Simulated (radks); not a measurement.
Task: All-electron atom: Zr2+ in [Kr] 4d2. Calculated with a radial shooting solver on a logarithmic mesh with Libxc functionals: Dirac Kohn-Sham, LDA (Slater exchange, Perdew-Wang correlation), spin-unpolarised, spherical densities, point nucleus; open shells fill j = l - 1/2 first. Some entries of the table are withheld. Estimate them.

| orbital | occ. | eigenvalue (eV) | <r^2> (bohr^2) | <r> (bohr) |
|---|---|---|---|---|
| 1s1/2 | 2 | -17805.98 | 0.001856 | 0.03711 |
| 2s1/2 | 2 | -2479.855 | 0.03118 | 0.1625 |
| 2p1/2 | 2 | -2273.012 | 0.02363 | 0.1387 |
| 2p3/2 | 4 | -2187.303 | 0.02502 | 0.1431 |
| 3s1/2 | 2 | -418.0098 | 0.2420 | 0.4592 |
| 3p1/2 | 2 | -340.9681 | (1) | 0.4555 |
| 3p3/2 | 4 | -327.3015 | (2) | 0.4661 |
| 3d3/2 | 4 | -190.9122 | 0.2460 | 0.4507 |
| 3d5/2 | 6 | -188.4132 | 0.2497 | 0.4543 |
| 4s1/2 | 2 | -69.0210 | 1.664 | (3) |
| 4p1/2 | 2 | -48.2231 | 2.068 | (4) |
| 4p3/2 | 4 | -46.4101 | 2.164 | (5) |
| 4d3/2 | 2 | -17.5648 | (6) | (7) |
| 4d5/2 | 0 | -17.4085 | (8) | (9) |

Result: 
(1) 3p1/2 <r^2> (bohr^2): 0.2422
(2) 3p3/2 <r^2> (bohr^2): 0.2533
(3) 4s1/2 <r> (bohr): 1.211
(4) 4p1/2 <r> (bohr): 1.343
(5) 4p3/2 <r> (bohr): 1.374
(6) 4d3/2 <r^2> (bohr^2): 4.764
(7) 4d3/2 <r> (bohr): 2.001
(8) 4d5/2 <r^2> (bohr^2): 4.836
(9) 4d5/2 <r> (bohr): 2.017
